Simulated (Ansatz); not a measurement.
Reaction (silylene formation by 1,1-elimination): `O[Si](Cl)(Cl)Cl` → Cl₂ + `O[Si]Cl`

Program: Ansatz. Geometries: PBE0-D4/def2-TZVP. ΔE: electronic, gas phase. CCSD(T)/CBS adds triple-zeta CCSD(T) − MP2 to the extrapolated MP2 energy (def2 sets, frozen cores). This one scheme is used for every species. One conformer a species, not always the lowest.

`O[Si](Cl)(Cl)Cl`:

```xyz
6

O    -0.168   -0.821    1.058
Si   -0.111    0.115   -0.258
Cl    0.067    2.076    0.238
Cl    1.468   -0.371   -1.440
Cl   -1.836   -0.188   -1.257
H     0.580   -0.811    1.659
```

Cl₂:

```xyz
2

Cl    0.559    0.403    0.713
Cl   -0.559   -0.403   -0.713
```

`O[Si]Cl`:

```xyz
4

O    -0.158   -0.698   -0.808
Si   -1.045    0.019    0.365
Cl    0.419    1.192    1.331
H     0.784   -0.513   -0.888
```

```json
{"species": "`O[Si](Cl)(Cl)Cl`", "CCSD(T)/CBS(def2) energy (Eh)": "-1744.40331"}
{"species": "Cl₂", "CCSD(T)/CBS(def2) energy (Eh)": "-919.51390"}
{"species": "`O[Si]Cl`", "CCSD(T)/CBS(def2) energy (Eh)": "-824.69782"}
```

**Question.** Work out ΔE.

**Answer.** ΔE = (-919.51390) + (-824.69782) − (-1744.40331) = 0.19159 Eh = +5.21 eV.

**Question.** What do rigid-rotor, harmonic-oscillator terms from PBE0-D4/def2-TZVP frequencies (298.15 K, 1 bar) make of the CCSD(T)/CBS value? (An estimate is asked.)

**Answer.** The calculation gave: ΔZPE = -0.08 eV, ΔH = +5.15 eV, ΔS = 150 J/(mol·K), ΔG = +4.68 eV.

Largest T1 diagnostic among the species: 0.014.

Leaving LDA and LC-ωPBE aside and taking each functional with its dispersion term where it has one, the values, not all of them listed here, spread over 0.85 eV, from BLYP-D4 to r2SCAN0-D4. LDA lies +0.42 eV from PBE without D4. At CCSD(T), def2-SVP lies −0.08 eV from the extrapolated value and def2-TZVPP −0.04 eV.
